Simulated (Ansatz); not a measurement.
Ligand exchange: C3H9MgN + In(CH3)2(NH2) → C2H8MgN2 + In(CH3)3

Gas-phase species: C3H9MgN `[CH3][Mg][N](C)C`, singlet; In(CH3)2(NH2), singlet; C2H8MgN2 `C[N](C)[Mg][NH2]`, singlet; In(CH3)3 (trimethylindium (TMIn)), singlet. The partners trade CH3 for NH2: Mg–CH3 and In–NH2 bonds give way to Mg–NH2 and In–CH3.

Shapes, held fixed at every level: PBE0-D4/def2-TZVP. Programs: Ansatz 0.2.0. Electronic energies: no zero-point or thermal term.

```csv
level,kind,ΔE (kJ/mol),less CCSD(T)/def2-TZVPP
HF/def2-TZVPP,Hartree–Fock,-29.8,-3.1
r2SCAN-D4/def2-TZVPP,meta-GGA,-25.8,+0.9
PBE0-D4/def2-TZVPP,global hybrid,-24.7,+2.0
r2SCAN0-D4/def2-TZVPP,global hybrid,-27.8,-1.1
wB97M-V/def2-TZVPP,range-separated hybrid,-25.4,+1.3
CCSD(T)/def2-SVP,coupled cluster or CI,-29.5,-2.8
CCSD/def2-SVP,coupled cluster or CI,-31.1,-4.4
CCSD(T)/def2-TZVPP,coupled cluster or CI,-26.7,0.0
```

The highest level, CCSD(T)/def2-TZVPP, gives ΔE = -26.7 kJ/mol; the levels span -31.1 to -24.7. The column of differences is taken from that level and isn't an error. No measured value is set beside it here. For atoms past krypton def2 sets carry core potentials with scalar relativity. Outer-core shells of In, Mg are correlated, in sets that cover them unevenly.
